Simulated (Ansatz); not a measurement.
Se2S. The state is a singlet with charge 0. Geometry PBE0-D4/def2-TZVP, that of the charge +1 doublet.

```tsv
atom	x (Å)	y (Å)	z (Å)
S1	1.1388	0.5573	0.0888
Se2	-0.2987	-0.8053	0.9217
Se3	-0.8402	0.2479	-1.0105
```

The structure comes from a short search, and lower isomers may exist.

Question: Estimate the orbital energies around the gap (eV) in Ansatz with PBE-D4/def2-TZVP, r2SCAN-D4/def2-TZVP, PBE0-D4/def2-TZVP.

Answer: 
```json
{"orbital": "HOMO−5", "PBE-D4/def2-TZVP": "-10.06", "r2SCAN-D4/def2-TZVP": "-10.47", "PBE0-D4/def2-TZVP": "-11.26"}
{"orbital": "HOMO−4", "PBE-D4/def2-TZVP": "-9.09", "r2SCAN-D4/def2-TZVP": "-9.46", "PBE0-D4/def2-TZVP": "-10.27"}
{"orbital": "HOMO−3", "PBE-D4/def2-TZVP": "-8.76", "r2SCAN-D4/def2-TZVP": "-9.18", "PBE0-D4/def2-TZVP": "-10.22"}
{"orbital": "HOMO−2", "PBE-D4/def2-TZVP": "-8.64", "r2SCAN-D4/def2-TZVP": "-8.98", "PBE0-D4/def2-TZVP": "-9.70"}
{"orbital": "HOMO−1", "PBE-D4/def2-TZVP": "-5.52", "r2SCAN-D4/def2-TZVP": "-5.79", "PBE0-D4/def2-TZVP": "-6.74"}
{"orbital": "HOMO", "PBE-D4/def2-TZVP": "-5.13", "r2SCAN-D4/def2-TZVP": "-5.38", "PBE0-D4/def2-TZVP": "-6.30"}
{"orbital": "LUMO", "PBE-D4/def2-TZVP": "-3.54", "r2SCAN-D4/def2-TZVP": "-3.52", "PBE0-D4/def2-TZVP": "-2.72"}
{"orbital": "LUMO+1", "PBE-D4/def2-TZVP": "-2.89", "r2SCAN-D4/def2-TZVP": "-2.76", "PBE0-D4/def2-TZVP": "-2.02"}
{"orbital": "LUMO+2", "PBE-D4/def2-TZVP": "-2.26", "r2SCAN-D4/def2-TZVP": "-2.06", "PBE0-D4/def2-TZVP": "-1.35"}
{"orbital": "LUMO+3", "PBE-D4/def2-TZVP": "2.66", "r2SCAN-D4/def2-TZVP": "3.12", "PBE0-D4/def2-TZVP": "3.59"}
{"orbital": "LUMO+4", "PBE-D4/def2-TZVP": "3.53", "r2SCAN-D4/def2-TZVP": "4.00", "PBE0-D4/def2-TZVP": "4.40"}
{"orbital": "LUMO+5", "PBE-D4/def2-TZVP": "3.60", "r2SCAN-D4/def2-TZVP": "4.16", "PBE0-D4/def2-TZVP": "4.48"}
```
